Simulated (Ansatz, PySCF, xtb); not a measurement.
Energy difference R1 + R2 → P1 + P2, each structure at its B3LYP-D3(BJ)/def2-TZVP stationary point, reached from a drawn start (curvature not checked).
P1, CH4 (SMILES C) (charge 0, multiplicity 1):
```xyz
5

C      0.0000     0.0000     0.0000
H      0.6289     0.6289     0.6289
H     -0.6289    -0.6289     0.6289
H      0.6289    -0.6289    -0.6289
H     -0.6289     0.6289    -0.6289
```
R1: H2O (SMILES O), charge 0, multiplicity 1.
P2: H6OSi2 (SMILES [SiH3]O[SiH3]), charge 0, multiplicity 1.
R2: CH8Si2 (SMILES [SiH3]C[SiH3]), charge 0, multiplicity 1.

| level | reaction energy (kJ/mol) | minus CCSD(T)/CBS(cc-pV(T+d)Z, cc-pV(Q+d)Z) |
|---|---|---|
| GFN1-xTB | -477.5 | -281.7 |
| GFN2-xTB | -353.4 | -157.6 |
| HF/cc-pV(D+d)Z | -211.4 | -15.6 |
| SVWN5/def2-TZVPP | -168.7 | 27.1 |
| PBE/def2-TZVPP | -173.1 | 22.7 |
| PBE-D3(BJ)/def2-TZVPP | -168.6 | 27.2 |
| PBE-D4/def2-TZVPP | -169.5 | 26.3 |
| BLYP/def2-TZVPP | -202.2 | -6.4 |
| BLYP-D3(BJ)/def2-TZVPP | -192.3 | 3.5 |
| revPBE/def2-TZVPP | -174.2 | 21.6 |
| revPBE-D3(BJ)/def2-TZVPP | -164.3 | 31.5 |
| revPBE-D4/def2-TZVPP | -166.7 | 29.1 |
| r2SCAN-D4/def2-TZVPP | -192.5 | 3.3 |
| B3LYP-D3(BJ)/def2-TZVPP | -197.6 | -1.8 |
| B3LYP-D4/def2-TZVPP | -200.0 | -4.2 |
| PBE0/def2-TZVPP | -179.9 | 15.9 |
| PBE0-D3(BJ)/def2-TZVPP | -175.7 | 20.1 |
| PBE0-D4/def2-TZVPP | -176.7 | 19.1 |
| BHLYP/def2-TZVPP | -217.0 | -21.2 |
| BHLYP-D4/def2-TZVPP | -212.1 | -16.3 |
| M06-2X/def2-TZVPP | -205.9 | -10.1 |
| CAM-B3LYP/def2-TZVPP | -209.7 | -13.9 |
| CAM-B3LYP-D3(BJ)/def2-TZVPP | -205.8 | -10.0 |
| CAM-B3LYP-D4/def2-TZVPP | -206.5 | -10.7 |
| wB97X-V/def2-TZVPP | -193.3 | 2.5 |
| B2PLYP/def2-TZVPP | -205.0 | -9.2 |
| B2PLYP-D3(BJ)/def2-TZVPP | -200.9 | -5.1 |
| B2PLYP-D4/def2-TZVPP | -202.4 | -6.6 |
| MP2/cc-pV(D+d)Z | -183.1 | 12.7 |
| MP2/cc-pV(T+d)Z | -202.6 | -6.8 |
| MP2/cc-pV(Q+d)Z | -199.6 | -3.8 |
| MP2/CBS(cc-pV(T+d)Z, cc-pV(Q+d)Z) | -196.9 | -1.1 |
| SCS-MP2/cc-pV(D+d)Z | -192.2 | 3.6 |
| SCS-MP2/cc-pV(T+d)Z | -211.4 | -15.6 |
| CCSD/cc-pV(T+d)Z | -203.4 | -7.6 |
| CCSD/cc-pV(Q+d)Z | -202.7 | -6.9 |
| CCSD(T)/cc-pV(D+d)Z | -179.1 | 16.7 |
| CCSD(T)/cc-pV(T+d)Z | -198.4 | -2.6 |
| CCSD(T)/cc-pV(Q+d)Z | -197.2 | -1.4 |
| CCSD(T)/CBS(cc-pV(T+d)Z, cc-pV(Q+d)Z) | -195.8 | 0.0 |

 The comparison column counts from a level with limits of its own.

P less R. No zero-point or thermal terms.

Cores are frozen in the correlated methods. CBS: X⁻³ extrapolation of the correlation energy, Hartree–Fock from the larger set.

Codes used: Ansatz (Gaussian basis) for Hartree–Fock, density functionals and correlated methods; PySCF for M06-2X and the D3/D4 terms; xtb for the GFN methods. All values are computed, each at the level named.

Ansatz is an electronic-structure program.
